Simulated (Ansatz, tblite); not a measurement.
Cost and result up the ladder for the cluster Si₄Ge₃ (the lowest singlet isomer of a short search) (7 atoms). Charge 0, multiplicity 1. Geometry: PBE-D4/def2-SVP.

Cartesian coordinates in Å:
```
Si 1.002 -1.160 0.567
Si -0.375 0.976 0.867
Si 0.802 0.464 -1.346
Si -1.185 -0.915 -0.656
Ge -1.120 -1.534 1.698
Ge 2.343 0.869 0.495
Ge -1.467 1.300 -1.626
```

Ansatz on 4 threads of Arm Neoverse V2 on a shared host; xTB runs through tblite on one thread. Times are rough, summed over both states, and most runs start from the orbitals of an earlier one. PBE0-D4/def2-TZVP serves as the yardstick here, not as an exact answer. The other state is a triplet.

The xTB rows come from tblite. HOMO above LUMO, or a gap near zero within one spin, warns that the state may not be the lowest or that an electron is smeared out. The structure comes from a short search, and lower isomers may exist.

xTB has no spin-polarisation term.

```csv
level,functions,wall time,vertical triplet (eV),difference from PBE0-D4/def2-TZVP (eV),remarks
GFN1-xTB,63,0.022 s,0.70,-0.89,–
GFN2-xTB,63,0.033 s,0.86,-0.74,–
PBE-D4/def2-TZVP,292,42 s,1.54,-0.06,gap within one spin near zero (triplet)
PBE0-D4/def2-TZVP (with forces),292,1.7 min,1.59,0.00,–
r2SCAN-D4/def2-TZVP,292,2 min,1.51,-0.09,–
```
